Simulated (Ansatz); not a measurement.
Isolated molecules relaxed with PBE0-D4/def2-TZVP in Ansatz; ΔE leaves out vibrations. CCSD(T)/CBS is the MP2 limit (def2-TZVPP, def2-QZVPP) plus CCSD(T) − MP2 in def2-TZVPP, frozen cores. This one scheme is used for every species. DFT in def2-TZVPP. B3LYP here is the variant with VWN-RPA as its local correlation; programs differ in this. Each species was taken in one conformer, which may not be the lowest.

`O[SiH](O)C[SiH](F)F` + CH₃OH → `CO[SiH](O)O` + `C[SiH](F)F`  (ligand exchange at the Si–C bond)

`O[SiH](O)C[SiH](F)F`:

Z-matrix (Å, degrees):
```
Si
O 1 1.637
C 1 1.882 2 108.9
O 1 1.637 2 114.8 3 122.4
H 1 1.474 2 105.8 3 -121.4
H 2 0.959 1 118.7 3 -42.3
Si 3 1.831 1 113.5 2 62.9
H 3 1.096 1 108.9 2 -175.6
H 3 1.096 1 108.9 2 -58.5
H 4 0.959 1 118.8 2 -80.1
F 7 1.599 3 108.7 1 57.1
F 7 1.599 3 108.7 1 -57.2
H 7 1.475 3 118.2 1 180.0
```

CH₃OH:

Z-matrix (Å, degrees):
```
C
O 1 1.409
H 1 1.097 2 112.4
H 1 1.090 2 107.0 3 -118.5
H 1 1.097 2 112.4 3 123.0
H 2 0.959 1 108.5 3 -61.6
```

`CO[SiH](O)O`:

```xyz
11

C    -0.771   -1.328    0.843
O     0.130   -0.796   -0.102
Si    0.524    0.789   -0.193
O    -0.712    1.765   -0.616
O     1.690    0.886   -1.334
H    -0.540   -0.987    1.858
H    -1.802   -1.045    0.607
H    -0.693   -2.416    0.818
H     0.945    1.272    1.137
H    -0.980    1.766   -1.537
H     2.209    0.095   -1.480
```

`C[SiH](F)F`:

Z-matrix (Å, degrees):
```
C
Si 1 1.840
H 1 1.092 2 110.7
H 1 1.093 2 110.6 3 -120.1
H 1 1.093 2 110.6 3 120.1
F 2 1.591 1 109.8 3 58.6
F 2 1.591 1 109.8 3 -58.5
H 2 1.477 1 114.8 3 -179.9
```

```json
{"level": "PBE0-D4", "ΔE (kcal/mol)": "-22.7"}
{"level": "B3LYP-D4", "ΔE (kcal/mol)": "-24.9"}
{"level": "PBE", "ΔE (kcal/mol)": "-23.0"}
{"level": "SCS-MP2/def2-TZVPP", "ΔE (kcal/mol)": "-26.2"}
{"level": "CCSD/def2-TZVPP", "ΔE (kcal/mol)": "-25.8"}
{"level": "HF/CBS(def2)", "ΔE (kcal/mol)": "-31.0"}
{"level": "MP2/CBS(def2)", "ΔE (kcal/mol)": "-25.0"}
{"level": "CCSD/CBS(def2)", "ΔE (kcal/mol)": "-25.5"}
```

Question: What does CCSD(T)/CBS give? (An estimate is asked.)

Answer: The calculation gave: -24.7 kcal/mol. The listed levels differ from it by 2.0, -0.2, 1.7, -1.5, -1.1, -6.3, -0.3, -0.8 kcal/mol.

Largest T1 diagnostic among the species: 0.012.

The D4 term adds +2.0 kcal/mol with B3LYP and +1.2 kcal/mol with PBE0; it sums over pairs of atoms, weighted by their polarisabilities, and B3LYP, whose exchange is more repulsive, gets the larger term. In def2-TZVPP, CCSD(T) changes the Hartree–Fock value by +5.6 kcal/mol (the triples alone add +0.8 kcal/mol) and MP2 by +5.4 kcal/mol.
